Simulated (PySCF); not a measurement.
## Xe⁵⁰⁺: ionisation energy

Xe⁵⁰⁺ [He] 2s2 (1S) → Xe⁵¹⁺ [He] 2s1 (2S), as a difference of total energies. Calculation: PySCF 2.14, in an uncontracted even-tempered set (19 s from 27 bohr⁻², ratio 2.2; 8 p from 40 bohr⁻², ratio 2.4; 5 d from 120 bohr⁻², ratio 2.4; 5 f from 180 bohr⁻², ratio 2.4; 4 g from 270 bohr⁻², ratio 2.4); scalar relativity by spin-free X2C-1e. Correlated levels: nothing frozen; virtual orbitals above 40 to 60 times the deepest correlated orbital energy dropped. The calculations carry no spin-orbit coupling.

| method | ionisation energy (eV) |
| --- | --- |
| UHF | 9590.0 |
| LDA | 9584.8 |
| PBE | 9596.1 |
| PBE0 | 9594.9 |
| r2SCAN | 9588.2 |
| MN15 | 9604.9 |
| r2SCAN0 | 9589.0 |
| MP2 (all electrons) | 9595.8 |
| SCS-MP2 (all electrons) | 9596.9 |

How much does correlation contribute at MP2 (all electrons)?

9595.8 − (9590.0) = 5.8 eV, measured against UHF.

For this ion Breit and QED terms and the two-electron picture change, all absent here, outweigh the differences among the correlated methods.

For comparison: 9581 ± 4 eV (theoretical estimate listed by NIST; NIST Atomic Spectra Database, ionization energies).
